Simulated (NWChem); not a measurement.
Ionisation of silylphosphine (H5PSi)

SMILES: [SiH3]P
```xyz
7

Si    -1.0750     0.0955     0.2241
P      1.1290    -0.0772    -0.3490
H     -1.8516    -0.8869    -0.6096
H     -1.5361     1.4869    -0.1148
H     -1.3593    -0.1700     1.6789
H      1.2981    -1.3190     0.3647
H      1.5638     0.7099     0.7785
```
Charge 0, spin multiplicity 1.

Program: NWChem. All single points use one geometry, from PBE/def2-SVP, a minimum by its harmonic frequencies.

Basis set: def2-TZVP. −ε marks an orbital energy of the parent.

B3LYP has NWChem's definition, with VWN1-RPA local correlation.

### Question
One of these methods gave a first vertical ionisation energy of 7.47 eV. Which?
(A) −ε(HOMO) of B3LYP
(B) −ε(HOMO) of CAM-B3LYP
(C) −ε(HOMO) of PBE
(D) G0W0@PBE0

### Answer
A, −ε(HOMO) of B3LYP. The others give 8.94 (−ε(HOMO) of CAM-B3LYP), 6.58 (−ε(HOMO) of PBE), 9.66 (G0W0@PBE0).
